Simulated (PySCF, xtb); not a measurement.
Tl(I) cation (ITl), SMILES [Tl][I] (connectivity only; charge and spin as stated), charge +1, multiplicity 2.

Harmonic wavenumbers (cm⁻¹) from GFN2-xTB run with xtb at its own minimum, in rising order: 64.

### Question
What does PySCF 2.14.0 with PBE-D3(BJ)/def2-TZVP give at its own minimum? (The exact figures need the calculation; the answer reports its results.)

### Answer
71. Paired by order, the mean absolute difference is 7 cm⁻¹ and the zero-point energies are 0.1 and 0.1 kcal/mol.
